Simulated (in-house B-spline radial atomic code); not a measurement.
OLYP excitations of the germanium ion Ge²²⁺

Method: OLYP. Computed with a B-spline radial code for spherical atoms: linear response of the closed shell [He] 2s2 2p6 with the functional's adiabatic kernel; non-relativistic, point nucleus, no spin-orbit coupling, no double excitations, S, P, D and F terms only. Only terms of natural parity with L up to 3 were computed.

Without relativity these are model numbers for so heavy an element.

Command:
```bash
python run_td.py task.json out
```
Settings (radii: box in bohr, nucleus in fm):
```
Z                        32
electrons                10
configuration            [He] 2s2 2p6
hamiltonian              nr
method                   optx,lyp
box_radius               5.22
intervals                49
```

Run time, properties included: 0.2 s on 1 thread of Arm Neoverse N1, on a shared host.

The lowest states, in the order of their Tamm-Dancoff energies; the method's threshold (minus the highest occupied level) is 2121.06 eV. Labels give the largest channel, * marks a mixed state, and oscillator strengths are full-response dipole values. Semilocal kernels can invert the small singlet-triplet splittings of Rydberg terms. Energies in eV:

```json
{"state": "2p → 3s 3P", "full response": "1215.65", "Tamm-Dancoff": "1215.67", "oscillator strength": "-"}
{"state": "2p → 3s 1P", "full response": "1221.58", "Tamm-Dancoff": "1221.64", "oscillator strength": "0.138"}
{"state": "2p → 3p 3S", "full response": "?", "Tamm-Dancoff": "?", "oscillator strength": "-"}
{"state": "2p → 3p 3D", "full response": "1259.72", "Tamm-Dancoff": "1259.75", "oscillator strength": "-"}
{"state": "2p → 3p 1D", "full response": "1265.50", "Tamm-Dancoff": "1265.52", "oscillator strength": "-"}
{"state": "2p → 3p 1S", "full response": "1291.74", "Tamm-Dancoff": "1292.50", "oscillator strength": "-"}
{"state": "2p → 3d 3P", "full response": "?", "Tamm-Dancoff": "?", "oscillator strength": "-"}
{"state": "2p → 3d 3F", "full response": "1323.04", "Tamm-Dancoff": "1323.08", "oscillator strength": "-"}
{"state": "2p → 3d 1F", "full response": "1329.24", "Tamm-Dancoff": "1329.25", "oscillator strength": "-"}
{"state": "2p → 3d 1P", "full response": "1348.15", "Tamm-Dancoff": "1348.59", "oscillator strength": "2.83"}
```

Task: Where does 2p → 3p 3S lie?

Result: At 1255.57 eV in full response, 1255.65 eV in Tamm-Dancoff.

Task: Where does 2p → 3d 3P lie?

Result: At 1321.72 eV in full response, 1321.76 eV in Tamm-Dancoff.

Task: How large is the singlet-triplet splitting of 2p → 3s (P terms) in Tamm-Dancoff?

Result: 5.97 eV, from the unrounded values.

Task: What polarisabilities and dispersion coefficient does the method give?

Result: Dipole 0.002166 bohr³, quadrupole 0.0001463 bohr⁵, C6 0.0002004 hartree·bohr⁶ for two such species.
